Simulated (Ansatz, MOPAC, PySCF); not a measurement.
Stepwise substitution at one centre (Ge CH3-OCH3). Gas-phase values, no solvent. One relaxed conformer stands for each flexible species; it need not be the lowest. Strings in code marks are SMILES.

Quantity: redistribution energy (mixed species minus the weighted end members), in kcal/mol. Semi-empirical values (MOPAC) are differences of heats of formation.

Level 1: frozen-core CCSD(T)/cc-pVDZ // B3LYP-D3(BJ)/def2-SVP (Ansatz, a quantum-chemistry and plane-wave program)
Level 2: B3LYP/LANL2DZ // B3LYP-D3(BJ)/def2-SVP (PySCF)
Level 3: frozen-core MP2/6-31G* // B3LYP-D3(BJ)/def2-SVP (PySCF)
Level 4: PM3 // B3LYP-D3(BJ)/def2-SVP (MOPAC)

| species | level 1 | level 2 | level 3 | level 4 |
|---|---|---|---|---|
| 3 of 4 CH3 replaced by OCH3: `[Ge]([O]C)([CH3])([O]C)[O]C` | -1.72 | -2.73 | -2.15 | -0.74 |
| 1 of 4 CH3 replaced by OCH3: `C[O][Ge]([CH3])([CH3])[CH3]` (C–O–Ge–C torsion 60°) | 0.09 | -0.81 | -0.23 | 0.59 |
| 2 of 4 CH3 replaced by OCH3: `C[O][Ge]([CH3])([CH3])[O]C` (C–O–Ge–O torsion -55°, O–Ge–O–C torsion 169°) | 0.02 | -1.02 | -0.38 | 1.16 |
